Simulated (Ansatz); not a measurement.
Cost and result for the atomization energy of B$_{2}$GeH$_{6}$Se (10 atoms, 11 bonds).

Z-matrix (Å, degrees):
```
Ge
B 1 2.222
B 1 2.225 2 42.8
Se 1 2.534 2 51.0 3 -130.6
H 1 1.535 2 133.6 3 -69.9
H 1 1.542 2 111.7 3 141.4
H 2 1.198 1 109.2 3 -128.5
H 3 1.209 1 92.2 2 -123.4
H 3 1.201 1 115.0 2 113.9
H 4 1.473 1 88.1 2 100.2
```

The species carries charge 0 and has multiplicity 1. Correlated methods include outer-core shells of Ge, Se, which these sets cover unevenly. Scalar relativity is left out up to krypton. The bonds changed during the relaxation, so this is another structure than the one it started from. The structure was optimised at the PBE0-D4/def2-TZVP level. It is one conformer, not always the lowest. Program: Ansatz. All runs use 4 threads of an Intel Xeon on a shared host. Times are those of one run each, without the atoms' runs, and a repeat can differ threefold. Electronic energies, without spin–orbit coupling; frozen cores. CCSD(T)/CBS adds CCSD(T) − MP2 in def2-TZVPP to the MP2 limit, and its time is that of the two runs behind it. T1 = 0.012. With those shells the extrapolation isn't a true limit. HSE06 is the plane-wave form, built on full-range PBE exchange.

CCSD(T)/CBS is a level of theory with its own doubt, some kJ/mol a heavy atom from the limit and from the frozen cores, so smaller differences don't rank the functionals.

```tsv
level	functions	wall time	atomization (kJ/mol)	difference from CCSD(T)/CBS	per bond
LDA (SPW92)/def2-TZVPP	242	1.3 s	3412.0	439.8	40.0
PBE-D4/def2-TZVPP (with forces)	242	2.4 s	3022.4	50.2	4.6
BHLYP-D4/def2-TZVPP	242	3.4 s	2907.7	-64.5	-5.9
HSE06-D4/def2-TZVPP	242	3.4 s	2991.0	18.8	1.7
r2SCAN-D4/def2-TZVPP (with forces)	242	3.7 s	3018.8	46.6	4.2
CAM-B3LYP-D4/def2-TZVPP	242	3.8 s	2962.2	-10.0	-0.9
B2PLYP/def2-TZVPP	242	5.5 s	2929.7	-42.5	-3.9
CCSD(T)/def2-SVP	122	7 s	2793.8	-178.4	-16.2
B97M-V/def2-TZVPP	242	7.5 s	3017.9	45.7	4.2
ωB97M-V/def2-TZVPP (with forces)	242	11 s	2963.5	-8.7	-0.8
MP2/def2-QZVPP	472	23 s	2965.7	-6.5	-0.6
CCSD(T)/def2-TZVPP	242	120 s	2911.7	-60.5	-5.5
CCSD(T)/CBS(def2)	–	2.3 min	2972.2	0.0	0.0
```

From PBE to PBE0 (25 % exact exchange), in def2-TZVPP and without D4, the atomization energy moves by −28.1 kJ/mol: exact exchange takes away binding that semilocal exchange gives to molecules. In def2-TZVPP, CCSD(T) changes the Hartree–Fock value by +743.6 kJ/mol (the triples alone add +51.5 kJ/mol) and MP2 by +763.6 kJ/mol; breaking electron pairs costs correlation energy, which Hartree–Fock lacks. At CCSD(T), def2-SVP lies −178.4 kJ/mol from the extrapolated value and def2-TZVPP −60.4 kJ/mol: correlation converges slowly with the basis, and small sets miss more of it in the bonded molecule than in its fragments.

For some Ge, Se and Sn compounds the MP2-based and the directly extrapolated limit differ by 10 to 25 kJ/mol.
